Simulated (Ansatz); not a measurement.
Geometry optimisation, RKS PBE0-D4/def2-SVP in Ansatz 0.2.0.

Input:

```yaml
crystal:
  periodic: [false, false, false]
  atoms:
    - { symbol: O, position_ang: [-0.3391, -1.679, 0.1552] }
    - { symbol: C, position_ang: [-0.0473, -0.4744, 0.0109] }
    - { symbol: S, position_ang: [1.6329, -0.008, 0.2526] }
    - { symbol: Te, position_ang: [-1.3955, 1.0116, -0.5201] }
    - { symbol: H, position_ang: [-1.0321, -0.76666, -0.35358] }
    - { symbol: H, position_ang: [-1.7901, 1.3131, 1.1621] }
basis:
  gaussian: { orbitals: def2-SVP }
hamiltonian:
  xc: pbe0
  dispersion: d4
relax:
  f_tol: 0.02
  max_steps: 50
```

Launched with:

```bash
$ ansatz run input.yaml --threads 2 --pin off --max-ram 3072MiB --backend cpu --events-out ev --progress --plain --runs-dir out
```

Task: Where does it end, and by what steps?

Result: The forces met the threshold. After 18 steps the energy has fallen by 4.404 eV; H6 moved furthest, 1.09 Å. The start is strongly strained (largest force component 12 eV/Å), so its close contacts needn't be bonds. Parted: C2–H5, Te4–H5. Joined: O1–H5.

| step | energy less start (eV) | largest force component (eV/Å) | accepted |
| --- | --- | --- | --- |
| 0 | 0.0000 | 12.193 | yes |
| 1 | -1.4589 | 7.277 | yes |
| 2 | -2.4701 | 3.949 | yes |
| 3 | -3.1650 | 4.043 | yes |
| 4 | -3.4562 | 3.864 | yes |
| 5 | -4.0223 | 1.810 | yes |
| 6 | -4.1998 | 3.369 | yes |
| 7 | -4.3047 | 0.256 | yes |
| 8 | -4.3161 | 0.159 | yes |
| 9 | -4.3248 | 0.137 | yes |
| 10 | -4.3388 | 0.298 | yes |
| 11 | -4.3217 | 0.691 | no |
| 12 | -4.3599 | 0.164 | yes |
| 13 | -4.3768 | 0.145 | yes |
| 14 | -4.3848 | 0.127 | yes |
| 15 | -4.4012 | 0.129 | yes |
| 16 | -4.4022 | 0.154 | yes |
| 17 | -4.4015 | 0.127 | no |
| 18 | -4.4036 | 0.019 | yes |

```xyz
6
Properties=species:S:1:pos:R:3
O -0.431 -1.394 0.131
C 0.236 -0.254 0.021
S 1.838 -0.179 -0.199
Te -0.863 1.582 0.140
H -1.377 -1.239 0.257
H -2.374 0.880 0.356
```

The run took 51 s on 2 threads of Arm Neoverse V1 (shared host), peak memory 0.18 GiB.
